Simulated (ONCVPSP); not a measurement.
# Before and after: ONCV potential for palladium (Pd)

| Item | Value |
| --- | --- |
| Element | Pd |
| Generator | ONCVPSP 4.0.1 |
| Type | optimised norm-conserving Vanderbilt (ONCV) |
| Functional | PBE |
| Relativity | scalar-relativistic |
| Frozen core | [Kr] |
| Valence charge | 10 |
| Reference configuration | 4d9 5s1 |
| Partial waves | 5s: rc 2.35 bohr, ncon 5, nbas 8, qcut 2.7 1/bohr, 2 projectors, debl 0.8 Ha; p scattering state at 0.21 Ha: rc 2.00 bohr, ncon 4, nbas 7, qcut 4.2 1/bohr, 3 projectors, debl 0.4 Ha; 4d: rc 2.00 bohr, ncon 4, nbas 9, qcut 7.5 1/bohr, 2 projectors, debl 2.1 Ha |
| Local potential | polynomial inside 1.35 bohr (lpopt 5, dvloc0 0 Ha) |
| Core correction | Teter function, fcfact 5.5, rcfact 1.65 |

Change: core correction Teter function, fcfact 5.5, rcfact 1.26.

Cutoffs: the cutoffs (Ha) at which the residual kinetic energy of the hardest occupied pseudo-wave falls to 1 and 0.1 mHa per electron; they do not see the model core or the augmentation charge, which bear on the density cutoff. Errors are all-electron minus pseudo energies relative to the spin-unpolarised reference configuration.

Task: Predict the effect on cutoff, ghosts and configuration errors.

Result: The potential gets neither clearly harder nor softer (21 Ha and 24 Ha → 21 Ha and 24 Ha); both files keep a bound ghost (p, s); of the 4 tests that both files solve, the error grows in 0 and shrinks in 4 by more than 15 % and 0.3 meV (median size 123.7 → 29.9 meV). A model core, the more so a compact one, raises the density cutoff, which this test does not measure.

| quantity | base | changed |
| --- | --- | --- |
| cutoff, loose | 21 Ha | 21 Ha |
| cutoff, tight | 24 Ha | 24 Ha |
| bound ghosts | s, p | s, p |
| GHOST(+) flags under 300 eV | none | none |
| error for 4d10 5s0, meV [ΔE -1.50 eV] | -48 | -35 |
| error for 4d9 5s0, meV [ΔE 7.61 eV] | -48 | +2.7 |
| error for 4d8 5s0, meV [ΔE 28.43 eV] | -199 | +25 |
| error for 4d7 5s0, meV [ΔE 62.79 eV] | -642 | -70 |
| s: phases at 2.39 bohr within 0.05 rad from the reference energy up to (Ha; the scan ends near 5) | n/a | n/a |
| p: phases at 2.03 bohr within 0.05 rad from the reference energy up to (Ha; the scan ends near 5) | to the end of the scan | to the end of the scan |
| d: phases at 2.03 bohr within 0.05 rad from the reference energy up to (Ha; the scan ends near 5) | to the end of the scan | to the end of the scan |
| rms error of d²Exc/dni dnj with the model core, mHa | 2.04 | 1.68 |

 A true bound ghost makes a file unfit for plane-wave use even where its test errors are small: the radial tests pick states by their node count and pass the ghost by.
